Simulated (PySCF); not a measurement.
**SMILES CB(C)/C1=C\CCCCCC1, C₁₀H₁₉B**

Geometry:
```json
{"atom": "C1", "x (Å)": "2.180", "y (Å)": "1.121", "z (Å)": "-0.798"}
{"atom": "B2", "x (Å)": "1.291", "y (Å)": "-0.163", "z (Å)": "-0.584"}
{"atom": "C3", "x (Å)": "1.618", "y (Å)": "-1.428", "z (Å)": "-1.471"}
{"atom": "C4", "x (Å)": "0.197", "y (Å)": "-0.212", "z (Å)": "0.534"}
{"atom": "C5", "x (Å)": "-0.590", "y (Å)": "0.837", "z (Å)": "0.872"}
{"atom": "C6", "x (Å)": "-1.004", "y (Å)": "1.920", "z (Å)": "-0.054"}
{"atom": "C7", "x (Å)": "-2.341", "y (Å)": "1.430", "z (Å)": "-0.665"}
{"atom": "C8", "x (Å)": "-2.349", "y (Å)": "-0.025", "z (Å)": "-1.158"}
{"atom": "C9", "x (Å)": "-2.540", "y (Å)": "-1.147", "z (Å)": "-0.102"}
{"atom": "C10", "x (Å)": "-1.364", "y (Å)": "-2.090", "z (Å)": "0.199"}
{"atom": "C11", "x (Å)": "-0.249", "y (Å)": "-1.534", "z (Å)": "1.110"}
{"atom": "H12", "x (Å)": "1.859", "y (Å)": "2.025", "z (Å)": "-0.261"}
{"atom": "H13", "x (Å)": "2.334", "y (Å)": "1.355", "z (Å)": "-1.865"}
{"atom": "H14", "x (Å)": "3.185", "y (Å)": "0.855", "z (Å)": "-0.416"}
{"atom": "H15", "x (Å)": "2.642", "y (Å)": "-1.424", "z (Å)": "-1.876"}
{"atom": "H16", "x (Å)": "0.940", "y (Å)": "-1.393", "z (Å)": "-2.346"}
{"atom": "H17", "x (Å)": "1.429", "y (Å)": "-2.395", "z (Å)": "-0.980"}
{"atom": "H18", "x (Å)": "-1.268", "y (Å)": "0.710", "z (Å)": "1.730"}
{"atom": "H19", "x (Å)": "-0.270", "y (Å)": "2.059", "z (Å)": "-0.861"}
{"atom": "H20", "x (Å)": "-1.164", "y (Å)": "2.893", "z (Å)": "0.440"}
{"atom": "H21", "x (Å)": "-3.143", "y (Å)": "1.552", "z (Å)": "0.085"}
{"atom": "H22", "x (Å)": "-2.607", "y (Å)": "2.099", "z (Å)": "-1.501"}
{"atom": "H23", "x (Å)": "-3.175", "y (Å)": "-0.105", "z (Å)": "-1.884"}
{"atom": "H24", "x (Å)": "-1.433", "y (Å)": "-0.217", "z (Å)": "-1.744"}
{"atom": "H25", "x (Å)": "-3.362", "y (Å)": "-1.792", "z (Å)": "-0.454"}
{"atom": "H26", "x (Å)": "-2.913", "y (Å)": "-0.711", "z (Å)": "0.841"}
{"atom": "H27", "x (Å)": "-1.764", "y (Å)": "-3.008", "z (Å)": "0.664"}
{"atom": "H28", "x (Å)": "-0.920", "y (Å)": "-2.413", "z (Å)": "-0.758"}
{"atom": "H29", "x (Å)": "-0.655", "y (Å)": "-1.393", "z (Å)": "2.127"}
{"atom": "H30", "x (Å)": "0.561", "y (Å)": "-2.277", "z (Å)": "1.187"}
```

Computed, not measured: TDDFT CAM-B3LYP/def2-SVP circular dichroism and optical rotation, one conformer, gas phase (PySCF 2.14.0). Geometry: PBE0-D3(BJ)/def2-SVP.

States above about 7.8 eV (minus the energy of the highest occupied orbital) lie near or above the ionisation threshold and depend on the basis. No stereocentre is labelled: unless the shape is locked (an allene, a helicene, a hindered biaryl), the mirror image is equally populated and a measured rotation or CD is zero.

Q: Give the optical rotatory dispersion at 633, 589.3, 546, 436, 405, 365, 355 nm.

A: [α] in deg dm⁻¹ (g/mL)⁻¹:
```csv
λ (nm),origin-invariant length gauge,modified velocity gauge,length gauge (centre of mass),isotropic polarisability (au)
633,-675.6,-602.5,-673.9,121.1
589.3,-813.5,-727.3,-811.5,121.7
546,-1000.4,-897.1,-998.0,122.3
436,-1985.0,-1801.6,-1981.0,125.2
405,-2579.2,-2352.6,-2574.4,126.7
365,-3929.2,-3613.1,-3923.0,129.5
355,-4459.2,-4110.2,-4452.5,130.4
```

Q: And for the mirror image at 589.3 nm?

A: +813.5 deg dm⁻¹ (g/mL)⁻¹ (origin-invariant length gauge): the same size and the opposite sign.

Q: What is the molar rotation [Φ] = [α]·M/100 of the geometry above at 589.3 nm?

A: With M = 150.07 g/mol, -1220.9 deg cm² dmol⁻¹ (origin-invariant length gauge).

The first excitation lies at 4.85 eV (256 nm) with R = -84.5 × 10⁻⁴⁰ esu² cm² (velocity form).
